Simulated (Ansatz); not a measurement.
Caution, from a PySCF single point (PBE0-D3(BJ)/def2-TZVPD) at this geometry: the highest occupied level lies above zero, so the state may not be bound. Caution, from a PySCF single point (PBE0-D3(BJ)/def2-TZVPD) at this geometry: the restricted solution is unstable towards spin-unrestricted or complex orbitals, so a lower solution exists and this singlet may not be the ground state. This singlet lies 0.18 eV below the relaxed triplet at the level B3LYP/aug-cc-pVTZ // PBE0-D3(BJ)/def2-TZVPD (Ansatz, a first-principles code); other levels give the other order.

A geometry relaxed with PBE0-D3(BJ)/def2-TZVPD in Ansatz, charge -1, multiplicity 1:

```xyz
7

Al     0.0634    -0.5880    -0.5309
N      1.7612    -0.2316     0.0343
H     -2.4674    -0.3067     0.7538
H      2.5835    -0.7132    -0.2903
B     -1.6892     0.3174     0.0526
H     -2.2641     1.0511    -0.7332
H      2.0126     0.4710     0.7138
```

### Question
Write the SMILES of this molecule.

### Answer
`[BH2][Al-][NH2]`
